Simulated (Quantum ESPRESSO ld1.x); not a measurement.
Input (ld1.x (Quantum ESPRESSO 7.5)):

```
 &input
    atom='I',
    iswitch=1,
    rel=1,
    lsd=1,
    dft='PZ',
    config='[Kr] 4d2',
    verbosity='high',
    prefix='ld1',
    max_out_wfc=37,
    file_charge='ld1.rho',
 /
```

Command: `OMP_NUM_THREADS=1 ld1.x < ld1.in > ld1.out`

Standard output:

```
     Program LD1 v.7.5 starts

     --------------------------- All-electron run ----------------------------

     scalar relativistic calculation

     atomic number is 53.00
     dft =PZ   lsd =1 sic =0 latt =0  beta=0.20 tr2=1.0E-14
     Exchange-correlation= PZ
                           (   1   1   0   0   0   0   0)
     mesh =2073 r(mesh) = 100.05380 a.u. xmin = -8.00 dx = 0.00800
     1 Ry =  13.60569312 eV, c = 137.03599908

     n l     nl                  e(Ry)          e(Ha)          e(eV)
     1 0     1S 1( 1.00)   -2447.836836383   -1223.918418192 -33304.5168110
     2 0     2S 1( 1.00)    -400.475695248    -200.237847624  -5448.7494128
     2 1     2P 1( 3.00)    -362.343598371    -181.171799185  -4929.9358045
     3 0     3S 1( 1.00)    -100.738141497     -50.369070749  -1370.6122390
     3 1     3P 1( 3.00)     -88.382726450     -44.191363225  -1202.5082534
     4 0     4S 1( 1.00)     -36.213291901     -18.106645951   -492.7069366
     4 1     4P 1( 3.00)     -32.019955756     -16.009977878   -435.6536918
     3 2     3D 1( 5.00)     -69.964148893     -34.982074446   -951.9107394
     4 2     4D 1( 2.00)     -25.770381381     -12.885190691   -350.6239007
     1 0     1S 2( 1.00)   -2447.834652347   -1223.917326174 -33304.4870957
     2 0     2S 2( 1.00)    -400.404845835    -200.202422918  -5447.7854574
     2 1     2P 2( 3.00)    -362.286586136    -181.143293068  -4929.1601135
     3 0     3S 2( 1.00)    -100.688789426     -50.344394713  -1369.9407699
     3 1     3P 2( 3.00)     -88.329829143     -44.164914571  -1201.7885489
     4 0     4S 2( 1.00)     -35.991018656     -17.995509328   -489.6827550
     4 1     4P 2( 3.00)     -31.798546988     -15.899273494   -432.6412721
     3 2     3D 2( 5.00)     -69.895993582     -34.947996791   -950.9834392
     4 2     4D 2( 0.00)     -25.552863571     -12.776431785   -347.6644202

     final scf error:  2.1E-15 reached in  19 iterations

     Etot =  -14056.713093 Ry,   -7028.356547 Ha, -191251.324663 eV
     Total magnetization:    2.00 Bohr mag.

     Ekin =   14761.040016 Ry,    7380.520008 Ha,  200834.180637 eV
     Encl =  -33039.176721 Ry,  -16519.588360 Ha, -449520.899499 eV
     Eh   =    4546.573414 Ry,    2273.286707 Ha,   61859.282628 eV
     Exc  =    -325.149802 Ry,    -162.574901 Ha,   -4423.888429 eV

     normalization and overlap integrals

     s(1S/1S) =  1.000000  <r> =   0.0272  <r2> =    0.0010  r(max) =   0.0176
     s(1S/2S) = -0.015018
     s(1S/3S) = -0.006371
     s(1S/4S) = -0.003140
     s(2S/2S) =  1.000000  <r> =   0.1172  <r2> =    0.0162  r(max) =   0.0988
     s(2S/3S) = -0.003930
     s(2S/4S) = -0.001860
     s(2P/2P) =  1.000000  <r> =   0.1025  <r2> =    0.0128  r(max) =   0.0796
     s(2P/3P) = -0.003208
     s(2P/4P) = -0.001460
     s(3S/3S) =  1.000000  <r> =   0.3131  <r2> =    0.1120  r(max) =   0.2841
     s(3S/4S) = -0.001265
     s(3P/3P) =  1.000000  <r> =   0.3106  <r2> =    0.1118  r(max) =   0.2796
     s(3P/4P) = -0.001101
     s(4S/4S) =  1.000000  <r> =   0.6951  <r2> =    0.5427  r(max) =   0.6582
     s(4P/4P) =  1.000000  <r> =   0.7248  <r2> =    0.5933  r(max) =   0.6850
     s(3D/3D) =  1.000000  <r> =   0.2860  <r2> =    0.0966  r(max) =   0.2308
     s(3D/4D) = -0.000815
     s(4D/4D) =  1.000000  <r> =   0.7670  <r2> =    0.6723  r(max) =   0.7130
     s(1S/1S) =  1.000000  <r> =   0.0272  <r2> =    0.0010  r(max) =   0.0176
     s(1S/2S) = -0.015019
     s(1S/3S) = -0.006372
     s(1S/4S) = -0.003141
     s(2S/2S) =  1.000000  <r> =   0.1172  <r2> =    0.0162  r(max) =   0.0988
     s(2S/3S) = -0.003931
     s(2S/4S) = -0.001860
     s(2P/2P) =  1.000000  <r> =   0.1025  <r2> =    0.0128  r(max) =   0.0796
     s(2P/3P) = -0.003209
     s(2P/4P) = -0.001460
     s(3S/3S) =  1.000000  <r> =   0.3131  <r2> =    0.1119  r(max) =   0.2841
     s(3S/4S) = -0.001265
     s(3P/3P) =  1.000000  <r> =   0.3105  <r2> =    0.1117  r(max) =   0.2796
     s(3P/4P) = -0.001101
     s(4S/4S) =  1.000000  <r> =   0.6951  <r2> =    0.5428  r(max) =   0.6582
     s(4P/4P) =  1.000000  <r> =   0.7250  <r2> =    0.5939  r(max) =   0.6850
     s(3D/3D) =  1.000000  <r> =   0.2859  <r2> =    0.0965  r(max) =   0.2308
     s(3D/4D) = -0.000814
     s(4D/4D) =  1.000000  <r> =   0.7679  <r2> =    0.6741  r(max) =   0.7130

     ------------------------ End of All-electron run ------------------------
```

Run on one thread of a shared host, so times are rough (Intel(R) Xeon(R) Processor @ 2.60GHz): 0.67 s of CPU time, 0.7 s wall, 19 iterations on 2073 mesh points.
